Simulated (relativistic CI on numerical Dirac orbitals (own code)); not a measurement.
# The spin-orbit constant of Hf from its measured fine structure

Problem. The ground term 3F of Hf (5d2.6s2) has the measured levels J = 2: 0.0, J = 3: 2356.7, J = 4: 4567.6 cm⁻¹ (NIST Handbook of Basic Atomic Spectroscopic Data (Sansonetti and Martin, J. Phys. Chem. Ref. Data 34, 1559 (2005))). Test the interval rule and estimate ζ(5d).

Working.
1. In LS coupling E(J) − E(J − 1) = AJ. The intervals give A = 785.6 (J = 3), 552.7 (J = 4) cm⁻¹.
2. These values spread by 36 % of their mean, from second-order spin-orbit mixing with other terms and from spin-spin terms.
3. The whole width divided by the sum of the upper J values gives a mean A = 652.5 cm⁻¹.
4. For the Hund term of a shell that is less than half full, A = +ζ/2S with 2S = 2, so ζ = 1305 cm⁻¹.

Check. The value calculated from Dirac-Coulomb-Breit radial functions of this configuration is ζ = 1002 cm⁻¹, 23 % below the estimate from measurement. The same recipe applied to the calculated levels returns 1048 cm⁻¹, which shows the bias of the recipe itself. Where the interval rule fails, the estimate is only rough.
